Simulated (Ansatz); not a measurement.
Consider the formal exchange of groups at a C–Si bond: `C=C([SeH])[SiH2]F` + GeH₄ → `C=[C]([GeH3])[SeH]` + `F[SiH3]`.

Program: Ansatz. Geometries: PBE0-D4/def2-TZVP. ΔE: electronic, gas phase. CCSD(T)/CBS adds triple-zeta CCSD(T) − MP2 to the extrapolated MP2 energy (def2 sets, frozen cores). This one scheme is used for every species. Functionals use def2-TZVPP. For Ge, Se outer-core shells are correlated without core-valence functions, which leaves a few kJ/mol of doubt a bond. Scalar relativity is left out up to krypton. One conformer a species, not always the lowest.

Q: Is it downhill or uphill in electronic energy at CCSD(T)/CBS, and by how much? (Best estimate.)

A: Ansatz gave: Uphill: ΔE = +19.8 kJ/mol.

Q: What do these levels give: PBE-D4, r2SCAN-D4, PBE0-D4, PBE, PBE0, HF/def2-TZVPP, MP2/def2-TZVPP, CCSD/def2-TZVPP, HF/def2-QZVPP, SCS-MP2/def2-QZVPP, HF/CBS(def2), MP2/CBS(def2)? (An estimate is asked.)

A: Ansatz gave: PBE-D4 27.9, r2SCAN-D4 28.5, PBE0-D4 27.1, PBE 27.2, PBE0 26.5, HF/def2-TZVPP 21.4, MP2/def2-TZVPP 15.8, CCSD/def2-TZVPP 19.2, HF/def2-QZVPP 22.1, SCS-MP2/def2-QZVPP 16.4, HF/CBS(def2) 22.2, MP2/CBS(def2) 16.6 kJ/mol.

Largest T1 diagnostic among the species: 0.012.
